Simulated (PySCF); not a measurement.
Input of a run (PBE0-D3(BJ)/def2-SVP geometry optimisation, gas phase (PySCF 2.14.0)), started from GFN2-xTB:
```
{"job": {"xc": "PBE0", "basis": "def2-SVP", "d3": "d3bj", "grid": 1, "maxiter": 40, "shake": 0.03, "kind": "geom"}, "charge": 0, "multiplicity": 1}
Ge     1.310420     1.612780    -0.522710
F      2.253670     3.066370    -0.985590
Se    -0.684290     1.961840    -2.091840
Ge    -1.690060     0.010410    -1.235560
F     -3.266480    -0.013020    -2.262830
Se    -0.824950    -2.134240    -1.812910
Ge     1.125220    -1.846060    -0.327070
F      2.046190    -3.334340    -0.615750
Se     2.731400    -0.161480    -0.950260
Se     0.615310    -1.987730     2.084820
Ge    -0.582880     0.139130     2.118510
F     -0.995500     0.267370     3.829750
Se     0.726450     2.170670     1.785340
Se    -2.783920     0.204480     1.029300
```

Output (energies in Eh, forces in Eh/bohr):
```
step   0  E = -23111.01476471  max force = 0.065484
step   1  E = -23111.05540590  max force = 0.021393
step   2  E = -23111.05839026  max force = 0.003737
step   3  E = -23111.05889970  max force = 0.002213
step   4  E = -23111.05906263  max force = 0.001448
step   5  E = -23111.05914237  max force = 0.000509
step   6  E = -23111.05917214  max force = 0.000308
step   7  E = -23111.05920537  max force = 0.000628
step   8  E = -23111.05922921  max force = 0.000531
step   9  E = -23111.05925090  max force = 0.000564
step  10  E = -23111.05926466  max force = 0.000352
optimisation converged
```

**Question.** Summarise the run.

**Answer.** The energy falls by 116.8 kJ/mol over 11 energy and gradient evaluations, the largest force component goes from 0.0655 to 3.5e-04 Eh/bohr, and the atoms move by 0.109 Å rms after alignment. The bond that changes most is Ge1–Se3 (ends: germanium bonded to F and 3 Se; selenium bonded to 2 Ge), which shortens by 0.214 Å. Bonds longer at the end by more than 0.005 Å: 1 of 16; shorter: 15. Among the angles that change most is Ge1–Se3–Ge4, from 89.8° to 96.3°. The energy never rose by more than 1e-6 Eh on the way. The first step brought 91 % of the lowering.

**Question.** What are the final bond lengths?

**Answer.** Ge1–F2 1.733 Å, Ge1–Se3 2.348 Å, Ge1–Se9 2.349 Å, Ge1–Se13 2.349 Å, Se3–Ge4 2.349 Å, Ge4–F5 1.733 Å, Ge4–Se6 2.350 Å, Ge4–Se14 2.348 Å, Se6–Ge7 2.345 Å, Ge7–F8 1.734 Å, Ge7–Se9 2.343 Å, Ge7–Se10 2.346 Å, Se10–Ge11 2.348 Å, Ge11–F12 1.733 Å, Ge11–Se13 2.345 Å, Ge11–Se14 2.347 Å. Numbering counts from 1 in the input's order; the species is (FGe)4Se6 adamantane (F4Ge4Se6).

The run used 376 basis functions and 81 SCF cycles in all. Time: 28 min wall, 57 min CPU; peak memory 5.5 GiB. Hardware: an Intel Xeon 6975P-C with 2 threads (shared host).

Not checked by PBE0-D3(BJ)/def2-SVP frequencies. The numbers are those of one conformer.
